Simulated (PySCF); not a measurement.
Choosing a molecule for a target property.

All species are isolated and taken at one optimised geometry, non-relativistic unless stated. Electronic properties by PySCF.

The conformers computed, where there is a choice (atom-mapped SMILES and torsion angles):
- `[CH2:1]=[CH:2][C@@:3]1([CH2:4][CH2:5][CH3:6])[CH2:7][CH2:8][C:9]1=[CH2:10]`: C1–C2–C3–C4 -79°, C2–C3–C4–C5 -60°, C3–C4–C5–C6 -179°
- `[SiH3:1]/[CH:2]=[CH:3]\[SiH2:4][c:5]1[cH:6][cH:7][cH:8][o:9]1`: C2–C3–Si4–C5 171°, C3–Si4–C5–C6 39°
- `[CH3:1][P:2]([CH3:3])(=[S:4])[C:5]([F:6])([F:7])[C:8]([F:9])([F:10])[F:11]`: C1–P2–C5–F6 -158°, P2–C5–C8–F9 -159°
- `[SH:1][c:2]1[cH:3][cH:4][c:5]2[nH:6][cH:7][cH:8][c:9]2[cH:10]1`: H–S1–C2–C3 180°
- `[CH2:1]=[CH:2][P:3]([CH:4]=[CH2:5])[CH2:6][S:7][CH3:8]`: C1–C2–P3–C4 36°, C2–P3–C4–C5 -132°, C2–P3–C6–S7 70°, P3–C6–S7–C8 166°

Question: Wanted: dipole moment below 2 D (PBE0/pcSseg-1) and HOMO–LUMO gap above 5.8 eV (PBE0/pcSseg-1), at GFN2-xTB geometries. Which candidate meets both?
A. `[SiH3]/C=C\[SiH2]C1=CC=CO1`
B. `C=C[C@@]1(CCC)CCC1=C`
C. `C=CP(CSC)C=C`
D. `[C@@H]1(C)C(C#CC(=S)C)=C[SiH2]1`
E. `Sc1ccc2[nH]ccc2c1`
F. `CP(C)(=S)C(F)(F)C(F)(F)F`

Answer: B. Computed values:
```
                        species  dipole moment  HOMO–LUMO gap
           C=C[C@@]1(CCC)CCC1=C         0.35 D        7.23 eV
     [SiH3]/C=C\[SiH2]C1=CC=CO1         1.24 D        5.63 eV
                   C=CP(CSC)C=C         2.49 D        5.91 eV
[C@@H]1(C)C(C#CC(=S)C)=C[SiH2]1         3.04 D        3.42 eV
              Sc1ccc2[nH]ccc2c1         3.23 D        5.29 eV
       CP(C)(=S)C(F)(F)C(F)(F)F         4.17 D        7.53 eV
```
